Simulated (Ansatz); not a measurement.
Calculated with Ansatz (gas phase, PBE0-D4/def2-TZVP geometries, no zero-point term in ΔE). CCSD(T)/CBS is the MP2 limit (def2-TZVPP, def2-QZVPP) plus CCSD(T) − MP2 in def2-TZVPP, frozen cores. This one scheme is used for every species. Each species was taken in one conformer, which may not be the lowest.

`N[SiH2][SiH2]Cl` + H₂ → `[SiH3][SiH2]Cl` + NH₃  (hydrogenolysis of the Si–N bond)

```json
{"species": "`N[SiH2][SiH2]Cl`", "HF/def2-QZVPP energy (Eh)": "-1095.47863"}
{"species": "H₂", "HF/def2-QZVPP energy (Eh)": "-1.13348"}
{"species": "`[SiH3][SiH2]Cl`", "HF/def2-QZVPP energy (Eh)": "-1040.38501"}
{"species": "NH₃", "HF/def2-QZVPP energy (Eh)": "-56.22439"}
```

Task: Work out ΔE.

Result: ΔE = (-1040.38501) + (-56.22439) − (-1095.47863) − (-1.13348) = 0.00271 Eh = +1.7 kcal/mol. CCSD(T)/CBS gives +4.7 kcal/mol.

Task: What do rigid-rotor, harmonic-oscillator terms from PBE0-D4/def2-TZVP frequencies (298.15 K, 1 bar) make of the CCSD(T)/CBS value? (An estimate is asked.)

Result: The calculation gave: ΔZPE = +3.5 kcal/mol, ΔH = +7.6 kcal/mol, ΔS = 27 J/(mol·K), ΔG = +5.6 kcal/mol.

Largest T1 diagnostic among the species: 0.011.

In def2-TZVPP, CCSD(T) changes the Hartree–Fock value by +2.3 kcal/mol (the triples alone add +0.6 kcal/mol) and MP2 by +4.2 kcal/mol. The D4 term adds +2.2 kcal/mol with B3LYP and +1.2 kcal/mol with PBE0; it sums over pairs of atoms, weighted by their polarisabilities, and B3LYP, whose exchange is more repulsive, gets the larger term. At CCSD(T), def2-SVP lies −3.3 kcal/mol from the extrapolated value and def2-TZVPP −0.8 kcal/mol.

B3LYP here is the variant with VWN-RPA as its local correlation; programs differ in this.
